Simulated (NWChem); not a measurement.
Everything below was run with NWChem. System: CH4OZn, charge 0, spin multiplicity 1, at a geometry optimised with PBE/def2-SVP. The structure started from a generated list of species. Level: TD-PBE/def2-SVP.

Part of the output:

```
             Northwest Computational Chemistry Package (NWChem) 7.3.0
             --------------------------------------------------------

                                NWChem Input Module
                                -------------------

 Scaling coordinates for geometry "geometry" by  1.889725989
 (inverse scale =  0.529177249)

                             Geometry "geometry" -> ""
                             -------------------------

 Output coordinates in angstroms (scale by  1.889725989 to convert to a.u.)

  No.       Tag          Charge          X              Y              Z
 ---- ---------------- ---------- -------------- -------------- --------------
    1 Zn                  30.0000    -0.00076900    -0.03402500     0.02777200
    2 C                    6.0000    -0.19482900     1.68077500    -0.83309400
    3 H                    1.0000    -0.95799900     2.30109300    -0.32046000
    4 H                    1.0000    -0.51106700     1.55634100    -1.88896100
    5 H                    1.0000     0.76223700     2.24104500    -0.82534900
    6 O                    8.0000     0.25069000    -1.67393500     0.69987900
    7 H                    1.0000    -0.10663400    -1.77090000     1.60114100

 Effective nuclear repulsion energy (a.u.)     170.5542552746

            Nuclear Dipole moment (a.u.)
            ----------------------------
        X                 Y               Z
 ---------------- ---------------- ----------------
     0.0000245664    -0.0000018897    -0.0000018897


 Summary of "ao basis" -> "" (spherical)
 ------------------------------------------------------------------------------
       Tag                 Description            Shells   Functions and Types
 ---------------- ------------------------------  ------  ---------------------
 *                          def2-svp                  on all atoms

  pbe96 is a nonlocal functional; adding pw91lda local functional.

                                 NWChem DFT Module
                                 -----------------

 Summary of "ao basis" -> "ao basis" (spherical)
 ------------------------------------------------------------------------------
       Tag                 Description            Shells   Functions and Types
 ---------------- ------------------------------  ------  ---------------------
 Zn                         def2-svp                11       31   5s3p2d1f
 C                          def2-svp                 6       14   3s2p1d
 H                          def2-svp                 3        5   2s1p
 O                          def2-svp                 6       14   3s2p1d

 Summary of "ao basis" -> "ao basis" (spherical)
 ------------------------------------------------------------------------------
       Tag                 Description            Shells   Functions and Types
 ---------------- ------------------------------  ------  ---------------------
 Zn                         def2-svp                11       31   5s3p2d1f
 C                          def2-svp                 6       14   3s2p1d
 H                          def2-svp                 3        5   2s1p
 O                          def2-svp                 6       14   3s2p1d

            General Information
            -------------------
          SCF calculation type: DFT
          Wavefunction type:  closed shell.
          No. of atoms     :     7
          No. of electrons :    48
           Alpha electrons :    24
            Beta electrons :    24
          Charge           :     0
          Spin multiplicity:     1
          Use of symmetry is: off; symmetry adaption is: off
          Maximum number of iterations: 100
          AO basis - number of functions:    79
                     number of shells:    35
          Convergence on energy requested:  1.00D-06
          Convergence on density requested:  1.00D-05
          Convergence on gradient requested:  5.00D-04

              XC Information
              --------------
          PerdewBurkeErnzerhof Exchange Functional  1.000
            Perdew 1991 LDA Correlation Functional  1.000 local
           PerdewBurkeErnz. Correlation Functional  1.000 non-local

             Grid Information
[...]
     Occ.   24  a   ---  Virt.   27  a   -0.24536 X
  ----------------------------------------------------------------------------
  Root   3 singlet a              0.246532549 a.u.                6.7085 eV
  ----------------------------------------------------------------------------
     Transition Moments    X  0.00236   Y -0.00295   Z -0.00360
     Transition Moments   XX -0.31686  XY  0.04257  XZ  0.24535
     Transition Moments   YY  0.02314  YZ  0.10959  ZZ  0.29407
     Dipole Oscillator Strength                    0.0000044723
     Electric Quadrupole                           0.0000000134
     Magnetic Dipole                               0.0000000575
     Total Oscillator Strength                     0.0000045432

          sigma_e =   1.7022 Angstrom
          sigma_h =   0.9712 Angstrom
         |d_h->e| =   1.8137 Angstrom
            d_exc =   2.6704 Angstrom
            d_CD1 =   2.5447 Angstrom
            d_CD2 =   0.4770 Angstrom
            d_CD3 =   4.4841 Angstrom
     Pearson C.C. =  -0.0002

     Occ.   24  a   ---  Virt.   26  a   -0.99932 X
  ----------------------------------------------------------------------------
  Root   4 singlet a              0.253914179 a.u.                6.9094 eV
  ----------------------------------------------------------------------------
     Transition Moments    X -0.01337   Y  0.72255   Z -0.52396
     Transition Moments   XX -0.88980  XY -0.68095  XZ  0.27510
     Transition Moments   YY  3.38350  YZ -1.80449  ZZ -0.27983
     Dipole Oscillator Strength                    0.1348775446
     Electric Quadrupole                           0.0000007966
     Magnetic Dipole                               0.0000000078
     Total Oscillator Strength                     0.1348783489

          sigma_e =   2.5988 Angstrom
          sigma_h =   1.6105 Angstrom
         |d_h->e| =   0.9867 Angstrom
            d_exc =   3.2234 Angstrom
            d_CD1 =   1.9751 Angstrom
            d_CD2 =  -1.1179 Angstrom
            d_CD3 =   4.2102 Angstrom
     Pearson C.C. =  -0.0083

     Occ.   22  a   ---  Virt.   25  a    0.96580 X
     Occ.   22  a   ---  Virt.   26  a   -0.05015 X
     Occ.   22  a   ---  Virt.   29  a   -0.09799 X
     Occ.   23  a   ---  Virt.   25  a   -0.17723 X
     Occ.   23  a   ---  Virt.   29  a    0.07980 X
     Occ.   24  a   ---  Virt.   27  a    0.06134 X
  ----------------------------------------------------------------------------
  Root   5 singlet a              0.269338144 a.u.                7.3291 eV
  ----------------------------------------------------------------------------
     Transition Moments    X  0.03568   Y -0.36756   Z  0.18070
     Transition Moments   XX -0.35611  XY  0.01170  XZ -0.30106
     Transition Moments   YY -0.33540  YZ -0.21353  ZZ  0.44229
     Dipole Oscillator Strength                    0.0303504051
     Electric Quadrupole                           0.0000000357
     Magnetic Dipole                               0.0000006978
     Total Oscillator Strength                     0.0303511386

          sigma_e =   1.7741 Angstrom
          sigma_h =   1.4508 Angstrom
         |d_h->e| =   1.5233 Angstrom
            d_exc =   2.7388 Angstrom
            d_CD1 =   1.8467 Angstrom
            d_CD2 =  -0.0891 Angstrom
            d_CD3 =   4.2622 Angstrom
     Pearson C.C. =   0.0139

     Occ.   22  a   ---  Virt.   25  a   -0.05288 X
     Occ.   22  a   ---  Virt.   26  a   -0.05457 X
     Occ.   23  a   ---  Virt.   25  a    0.10805 X
     Occ.   23  a   ---  Virt.   26  a   -0.70277 X
     Occ.   23  a   ---  Virt.   29  a   -0.07409 X
     Occ.   24  a   ---  Virt.   27  a    0.68864 X
  ----------------------------------------------------------------------------
  Root   6 singlet a              0.273941346 a.u.                7.4543 eV
  ----------------------------------------------------------------------------
     Transition Moments    X  0.15044   Y  0.05042   Z  0.06589
     Transition Moments   XX  0.12400  XY -0.36548  XZ  0.22065
     Transition Moments   YY -0.26646  YZ -0.11265  ZZ  0.13621
     Dipole Oscillator Strength                    0.0053905496
     Electric Quadrupole                           0.0000000271
     Magnetic Dipole                               0.0000002568
     Total Oscillator Strength                     0.0053908335

          sigma_e =   2.9512 Angstrom
          sigma_h =   0.9874 Angstrom
         |d_h->e| =   2.3546 Angstrom
            d_exc =   3.9109 Angstrom
            d_CD1 =   4.3183 Angstrom
            d_CD2 =   0.3853 Angstrom
            d_CD3 =   6.2655 Angstrom
     Pearson C.C. =  -0.0114

     Occ.   23  a   ---  Virt.   27  a   -0.05591 X
     Occ.   24  a   ---  Virt.   28  a   -0.99590 X
  ----------------------------------------------------------------------------
  Root   7 singlet a              0.284502710 a.u.                7.7417 eV
  ----------------------------------------------------------------------------
     Transition Moments    X  0.02022   Y  0.01390   Z  0.00685
     Transition Moments   XX -0.00460  XY  0.74457  XZ -0.50642
     Transition Moments   YY  0.51043  YZ  0.15401  ZZ -0.49589
     Dipole Oscillator Strength                    0.0001230678
     Electric Quadrupole                           0.0000001334
     Magnetic Dipole                               0.0000029918
     Total Oscillator Strength                     0.0001261930

          sigma_e =   1.6417 Angstrom
          sigma_h =   1.7554 Angstrom
         |d_h->e| =   1.0545 Angstrom
            d_exc =   2.6402 Angstrom
            d_CD1 =   1.1682 Angstrom
            d_CD2 =  -0.6441 Angstrom
            d_CD3 =   3.6947 Angstrom
     Pearson C.C. =  -0.0142

     Occ.   23  a   ---  Virt.   27  a    0.99543 X
     Occ.   24  a   ---  Virt.   28  a   -0.05572 X
  ----------------------------------------------------------------------------
  Root   8 singlet a              0.288799704 a.u.                7.8586 eV
  ----------------------------------------------------------------------------
     Transition Moments    X  0.02677   Y -0.59594   Z  0.38806
     Transition Moments   XX -0.33231  XY -0.76775  XZ  0.07946
     Transition Moments   YY  1.95561  YZ -0.25912  ZZ -0.62897
     Dipole Oscillator Strength                    0.0975087470
     Electric Quadrupole                           0.0000003416
     Magnetic Dipole                               0.0000021451
     Total Oscillator Strength                     0.0975112338

          sigma_e =   1.8005 Angstrom
          sigma_h =   1.7346 Angstrom
         |d_h->e| =   1.1311 Angstrom
            d_exc =   2.7943 Angstrom
            d_CD1 =   1.1970 Angstrom
            d_CD2 =  -0.6365 Angstrom
            d_CD3 =   3.9254 Angstrom
     Pearson C.C. =  -0.0445

     Occ.   19  a   ---  Virt.   26  a   -0.08665 X
     Occ.   19  a   ---  Virt.   29  a    0.05195 X
     Occ.   21  a   ---  Virt.   25  a   -0.16102 X
     Occ.   21  a   ---  Virt.   29  a   -0.05264 X
     Occ.   22  a   ---  Virt.   26  a   -0.11903 X
     Occ.   23  a   ---  Virt.   25  a    0.16857 X
     Occ.   23  a   ---  Virt.   26  a    0.67546 X
     Occ.   23  a   ---  Virt.   28  a   -0.18052 X
     Occ.   23  a   ---  Virt.   29  a   -0.19263 X
     Occ.   23  a   ---  Virt.   32  a   -0.08909 X
     Occ.   24  a   ---  Virt.   27  a    0.60186 X
     Occ.   24  a   ---  Virt.   31  a   -0.09503 X

              Target root =      1
          Target symmetry = none
      Ground state energy =  -1894.380558837999
        Excitation energy =      0.181937084757
     Excited state energy =  -1894.198621753241

  stored tddft:energy   -1894.1986217532415

 Task  times  cpu:       87.4s     wall:       87.4s

 Total times  cpu:       87.4s     wall:       87.4s
```

Question: Write an NWChem input that would produce this output.

Answer: This is not unique; one that fits is 
```
start mol
memory heap 200 mb stack 900 mb global 1100 mb
geometry units angstroms nocenter noautoz noautosym
  Zn    -0.000769    -0.034025     0.027772
  C     -0.194829     1.680775    -0.833094
  H     -0.957999     2.301093    -0.320460
  H     -0.511067     1.556341    -1.888961
  H      0.762237     2.241045    -0.825349
  O      0.250690    -1.673935     0.699879
  H     -0.106634    -1.770900     1.601141
end
basis spherical
  * library def2-svp
end
dft
  xc xpbe96 cpbe96
  semidirect memsize 60000000 filesize 0
  iterations 100
end
tddft
  rpa
  nroots 8
  notriplet
  thresh 1e-4
end
task tddft energy
```
